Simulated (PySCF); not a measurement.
CF3C(O)NH2, C₂H₂F₃NO.
Numbering: `[NH2:1][C:2](=[O:3])[C:4]([F:5])([F:6])[F:7]` (hydrogens: H8, H9 on N1)

Cartesian coordinates in Å at the PBE0-D3(BJ)/def2-SVP level; atoms count from 1:
```xyz
9
C2H2F3NO angstrom
N      1.205   -0.646   -0.167
C      0.483    0.450    0.137
O      0.918    1.519    0.487
C     -1.045    0.241    0.048
F     -1.609    1.237   -0.614
F     -1.564    0.194    1.270
F     -1.359   -0.907   -0.575
H      2.214   -0.584   -0.111
H      0.771   -1.497   -0.494
```

Computed with PBE0-D3(BJ)/def2-SVP geometry optimisation, gas phase in PySCF.

Masses are those of the commonest isotopes; rigid-rotor values at the optimised geometry. The values belong to one conformer with, in the numbering `[NH2:1][C:2](=[O:3])[C:4]([F:5])([F:6])[F:7]`, H–N1–C2–O3 -1° and -177°.

(1) Give the principal moments of inertia and the rotational constants in GHz.

(2) Classify the top.

(3) What does the inertial defect say?

(4) Give the other two planar moments, Paa and Pbb, and the rms extents of the mass along the axes.

(5) Where do the levels up to J = 4 lie, in MHz?

(6) Predict some low-J microwave lines.

## Answers

(1) Ia = 132.70, Ib = 200.48, Ic = 245.11 u·Å²; 505379 MHz·u·Å²/I gives 3808, 2521 and 2062 MHz, that is A = 3.8085, B = 2.5208, C = 2.0618 GHz.

(2) An asymmetric top. Ray's parameter κ = (2B − A − C)/(A − C) = -0.474; −1 is the prolate and +1 the oblate limit.

(3) Not planar: Δ = Ic − Ia − Ib = -88.07 u·Å². For a rigid frame Δ = −2 Σ m c², so Σ m c² = 44.03 u·Å² lies off the ab plane: 0.00 from hydrogen and 44.03 from heavier atoms. The atom farthest from that plane is 1.19 Å away.

(4) Paa = Σ m a² = (Ib + Ic − Ia)/2 = 156.45 and Pbb = Σ m b² = (Ia + Ic − Ib)/2 = 88.67 u·Å². With the mass M = 113.01 u, the rms extents √(P/M) along a, b and c are 1.18, 0.89, 0.62 Å.

(5) Above 0(0,0):
J = 1: 1(0,1) 4583, 1(1,1) 5870, 1(1,0) 6329
J = 2: 2(0,2) 13645, 2(1,2) 14577, 2(1,1) 15954, 2(2,1) 19817, 2(2,0) 19919
J = 3: 3(0,3) 27013, 3(1,3) 27578, 3(1,2) 30317, 3(2,2) 33564, 3(2,1) 34047, 3(3,1) 41208, 3(3,0) 41223
J = 4: 4(0,4) 44529, 4(1,4) 44822, 4(1,3) 49312, 4(2,3) 51814, 4(2,2) 53110, 4(3,2) 59707, 4(3,1) 59807, 4(4,1) 70181, 4(4,0) 70183
The levels of one J sum to (2J + 1)J(J + 1)(A + B + C)/3.

(6) The dipole components are |μa| = 1.28 D, |μb| = 3.72 D, |μc| = 0.11 D. Intensities carry the squares of the components, which stand as 0.12 : 1.00 : 0.00 (a : b : c). Some lines, for components of 0.1 D or more:

| type | branch | J(Ka,Kc) | MHz | lower level (cm⁻¹) |
| --- | --- | --- | --- | --- |
| c | Q | 4(2,3) ← 4(1,3) | 2502 | 1.645 |
| b | Q | 3(3,1) ← 3(2,2) | 7644 | 1.120 |
| b | Q | 5(4,1) ← 5(3,2) | 10115 | 2.776 |
| b | Q | 5(4,2) ← 5(3,3) | 10475 | 2.763 |
| b | R | 3(3,0) ← 2(2,1) | 21407 | 0.661 |
| a | R | 5(1,4) ← 4(1,3) | 23461 | 1.645 |
| c | R | 4(2,3) ← 3(1,3) | 24237 | 0.920 |
| c | R | 5(2,3) ← 4(1,3) | 27785 | 1.645 |
| c | R | 5(1,4) ← 4(0,4) | 28244 | 1.485 |
| b | R | 4(4,1) ← 3(3,0) | 28958 | 1.375 |
| b | R | 5(3,3) ← 4(2,2) | 29736 | 1.772 |
| c | R | 5(5,1) ← 4(4,1) | 36585 | 2.341 |

Stationary, but not proved a minimum. No vibrational averaging or centrifugal distortion is included, and the geometry carries the error of its method. Quadrupole hyperfine structure (14N) is left out.

Time: 44 s. Hardware: one thread of an x86-64 server, no GPU, shared host. This is the geometry optimisation.
